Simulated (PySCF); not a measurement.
Si(Cl)(H)2(SH) (ClH₃SSi), SMILES S[SiH2]Cl.

The structure is a stationary point at B3LYP-D3(BJ)/def2-TZVP. One conformer was computed; it need not be the lowest.

Calculation: TDA-M06-2X/def2-SVPD (PySCF).

Vertical excitations. Isolated molecule, no solvent.

```
state  energy (eV)  λ (nm)      f                                                                   main pairs
-----  -----------  ------  -----  ---------------------------------------------------------------------------
S1            6.14     202  0.000                                                             HOMO→LUMO+1 65 %
S2            6.53     190  0.047                                                               HOMO→LUMO 85 %
S3            7.15     173  0.026                                                             HOMO→LUMO+2 69 %
S4            7.66     162  0.015   HOMO−2→LUMO+1 22 %, HOMO−1→LUMO+1 14 %, HOMO→LUMO+3 13 %, HOMO−2→LUMO 11 %
S5            7.70     161  0.005     HOMO→LUMO+3 29 %, HOMO−2→LUMO+1 19 %, HOMO→LUMO+6 11 %, HOMO−2→LUMO 10 %
S6            7.80     159  0.064  HOMO−1→LUMO+1 33 %, HOMO−1→LUMO+2 17 %, HOMO−2→LUMO+1 12 %, HOMO−1→LUMO 8 %
S7            7.96     156  0.050                                         HOMO−1→LUMO 62 %, HOMO−1→LUMO+1 16 %
S8            8.10     153  0.007      HOMO→LUMO+3 25 %, HOMO→LUMO+7 20 %, HOMO→LUMO+4 13 %, HOMO−1→LUMO+2 7 %
S9            8.20     151  0.023                                            HOMO→LUMO+4 48 %, HOMO−2→LUMO 9 %
S10           8.23     151  0.010      HOMO−2→LUMO 23 %, HOMO−2→LUMO+2 15 %, HOMO→LUMO+6 12 %, HOMO→LUMO+7 9 %
T1            5.85     212      0                                             HOMO→LUMO+1 59 %, HOMO→LUMO 11 %
T2            6.10     203      0                                             HOMO→LUMO 75 %, HOMO→LUMO+1 13 %
T3            6.69     185      0                                                             HOMO→LUMO+2 71 %
T4            7.18     173      0                                         HOMO−1→LUMO+1 65 %, HOMO−1→LUMO 13 %
```
Triplets are in the Tamm–Dancoff approximation.
